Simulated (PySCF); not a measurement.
## Electronic structure of Sb (antimony, neutral) at the UHF level

Configuration: [Kr] 4d10 5s1 5p4, high-spin 4P determinant (an excited configuration). All numbers are calculated (PySCF 2.14, scalar relativity through the core potential, in aug-cc-pVTZ-PP with one added diffuse shell each of d, f type with ECP28MDF (6s5p5d3f, 67 functions)).

```json
{
  "Total energy": "-239.006006 hartree",
  "One-electron energy": "-418.0540 hartree",
  "Hartree (Coulomb) energy": "197.4848 hartree",
  "Exchange energy": "-18.4368 hartree",
  "⟨S²⟩": "3.7978",
  "⟨L²⟩": "2.023",
  "Sum of ⟨r⟩": "30.92 bohr",
  "Sum of ⟨r²⟩": "63.28 bohr²",
  "Traceless quadrupole moment −½Σ⟨3z² − r²⟩ along its main axis": "-4.58 e·bohr²"
}
```

```tsv
shell	electrons	mean orbital energy (hartree)	spread (hartree)	rms radius, mean of both spins (bohr)
4s α	1	-6.59393	0	0.849
4s β	1	-6.56665	0	0.849
4p α	3	-4.66058	0.01231	0.916
4p β	3	-4.64238	0.00281	0.916
4d α	5	-1.68687	0.01409	1.10
4d β	5	-1.66719	0.00796	1.10
5s α	1	-0.78923	0	2.40
5p α	3	-0.37282	0.04305	3.12
5p β	1	-0.21056	0	3.12
```

Energies and moments cover only the electrons outside the core potential.
